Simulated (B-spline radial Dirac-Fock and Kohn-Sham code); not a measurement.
**Binding energies of Bi⁵¹⁺**

System: Bi⁵¹⁺, [Ar] 3d10 4s2 4p2; nuclear rms radius 5.5211 fm (A = 209).

Calculated with a radial atomic solver, using multi-electron Dirac-Fock with separately optimised hole states, Breit and Lamb-shift corrections added in first order. No correlation. Energies are counted from the vacuum level.

All terms are in eV, carry their sign (relaxation lowers the binding energy) and add up to the binding energy; ⟨r⟩ is the mean radius of the orbital in the initial state.

```csv
subshell,−ε (Koopmans),relaxation,Gaunt,retardation,self-energy,vacuum polarisation,binding energy,⟨r⟩ (bohr)
1s,93937.4,-57.53,-372.22,34.92,-227.74,49.44,93364.3,0.016
2s,19282.1,-21.71,-44.06,3.37,-35.00,7.20,19191.9,0.066
2p1/2,18612.7,-26.32,-73.94,7.53,-1.54,0.54,18519.0,0.054
2p3/2,16281.5,-22.41,-49.43,10.98,-2.99,-0.24,16217.4,0.063
3s,6682.3,-4.13,-9.60,0.81,-8.47,1.71,6662.6,0.168
3p1/2,6386.6,-4.98,-15.73,1.47,-0.58,0.14,6367.0,0.159
3p3/2,5836.6,-4.00,-10.42,2.41,-0.82,-0.07,5823.7,0.174
3d3/2,5374.3,-5.60,-7.53,0.78,0.56,-0.08,5362.4,0.150
3d5/2,5257.5,-5.15,-5.49,0.85,0.25,-0.08,5247.9,0.155
4s,3208.0,-0.43,-3.31,0.36,-2.80,0.57,3202.4,0.335
4p,2966.4,-0.42,-4.07,0.80,-0.25,0.00,2962.5,0.352
```

For the deepest level, K (1s), the Breit terms make up -0.361 % of the binding energy, QED -0.191 % and orbital relaxation -0.062 %.

Going to the tabulated ground configuration of the next ion removes an electron from N2,3 (4p), computed at 2962.5 eV. NIST lists 3078 ± 4 eV as the ionisation energy of this species (theoretical), +115.54 eV from the computed value. Where a p, d or f shell is open in either ion the computed value averages over both j values and all terms, while the table refers to the lowest levels; that difference holds spin-orbit splitting (largest in heavy or highly charged ions), term energies where several electrons share open shells, and correlation, and it can reach 10 % or more.
